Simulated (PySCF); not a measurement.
A structure optimised at PBE0-D3(BJ)/def2-TZVP, used in a PySCF frequency run:

```
B
H 1 1.1867
Cl 1 1.7340 2 119.64
Cl 1 1.7340 2 119.64 3 180.00
```

Question: Write its SMILES, formula and point group.

Answer: ClBCl, BCl₂H, C2v

Question: What are its rotational constants (standard atomic weights)?

Answer: 47.630, 3.1385, 2.9445 GHz
